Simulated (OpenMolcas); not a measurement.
Computed levels of 4d4 in ions with 40 electrons, in cm-1 above 5D0.

| Quantity | Value |
| --- | --- |
| Program | OpenMolcas |
| Method | XMS-CASPT2, IPEA 0.25 Eh, imaginary shift 0.1 Eh |
| Basis | ANO-RCC-VTZP |
| Scalar Hamiltonian | DKH2, point nucleus |
| Spin-orbit coupling | state interaction with AMFI integrals over the reference wave functions, term energies averaged over their components |

Active space for each ion: 4 electrons in 5 orbitals (4d); closed shells correlated by CASPT2: 4s 4p.

```csv
Level,Tc3+,Ru4+,Rh5+,Ag7+
5D1,341,487,676,1240
5D2,935,1303,1762,3040
5D3,1701,2320,3080,5080
5D4,2590,3470,4540,7220
3P0(1),15120,16870,18880,22160
3H4,16600,18300,20650,24840
3P1(1),16930,19270,22090,27240
3H5,17450,19470,22270,27700
3H6,18180,20450,23540,29620
```

Estimate 5D4, 3P0(1), 3H4 for Pd6+ from its neighbours Rh5+ and Ag7+.

5D4 is fine structure, which grows about as the fourth power of a screened charge, so the fourth roots are averaged: ((4540^0.25 + 7220^0.25) / 2)^4 = 5764. The calculation gives 5960, so the estimate is off by -3.3 %.
3P0(1) is another term, which grows about linearly with the charge: (18880 + 22160) / 2 = 20520. The calculation gives 20080, so the estimate is off by +2.2 %.
3H4 is another term, which grows about linearly with the charge: (20650 + 24840) / 2 = 22745. The calculation gives 22210, so the estimate is off by +2.4 %.

Mixed levels, with the weight of the term that names them: Pd6+ 3H4 (71 %), Ag7+ 3H4 (68 %).

CASPT2 does not keep the components of a term degenerate, so their means are used; among the terms shown or strongly mixed into the levels shown the widest spread is 1700 cm-1 (4d4 3H, Tc3+). The CASPT2 spread within a term exceeds the gap to the next term for 4d4 3H and 4d4 3P(1), so the order of their levels is uncertain (holds for Tc3+; Rh5+; Ag7+). Only configurations of the active space appear.

A number in round brackets counts repeated terms of one configuration in the order of the reference energies.
